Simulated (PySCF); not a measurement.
C2H10AlGeN (SMILES C[N](C)[AlH][GeH3]), singlet, geometry from GFN2-xTB (such geometries of metal compounds can be far from the true shape), atoms displaced at random by about 0.08 Å a coordinate; PySCF with PBE/STO-3G, gradient.

The PySCF input:
```python
from pyscf import gto, scf, dft

mol = gto.M(
    atom='''
Al   -0.83648342    0.13489511   -0.54863239
Ge    1.28353704   -0.89557904   -0.69632875
H     1.68454914   -1.84639497   -2.00930869
H     2.64965934   -0.10127347   -0.63449449
H     1.62014722   -2.12092772    0.24041865
H    -1.88090780    0.19591588   -1.63751049
N    -1.20753121    0.99608972    0.93037790
C    -2.59035930    1.91851975    1.01664253
C    -0.48378388    1.14767780    2.21569462
H    -3.06793321    1.44338201    1.93416468
H    -2.46091923    2.71409997    1.32156269
H    -3.02750706    1.82224620    0.06010367
H    -0.02501996    2.13092804    2.27953626
H    -0.87151636    0.77923612    2.96451405
H     0.48245444    0.57350242    1.85943129
''',
    basis='sto-3g',
    verbose=3,
)

mf = dft.RKS(mol)
mf.xc = 'pbe'
mf.grids.level = 5
mf.kernel()
g = mf.nuc_grad_method()
g.grid_response = True
grad = g.kernel()
```

Problem. Write the output that PySCF gives for this input, abridged.

Solution. 
```
converged SCF energy = -2427.03384914172
--------------- RKS gradients ---------------
         x                y                z
0 Al    -0.0196922255     0.0063681540     0.0010642866
1 Ge    -0.0638708804     0.0548498978     0.0178980305
2 H     0.0222496320    -0.0429890425    -0.0442722965
3 H     0.0490906745     0.0244612930    -0.0005471591
4 H     0.0137028885    -0.0455319347     0.0225575294
5 H    -0.0010291637     0.0000658740    -0.0007970676
6 N     0.0723925312    -0.0526427834     0.0011306506
7 C    -0.0114002082     0.3976298650     0.0550635735
8 C    -0.1734847330    -0.0487598594     0.2534550884
9 H     0.0155750227     0.0015591887     0.0310180587
10 H    -0.0732668903    -0.3548136589    -0.1086963735
11 H     0.0311079953     0.0012328764     0.0265821569
12 H     0.0092582564    -0.0251037285    -0.0195915243
13 H     0.1020116221     0.0892169064    -0.1985560563
14 H     0.0273554782    -0.0055430479    -0.0363088974
----------------------------------------------
```
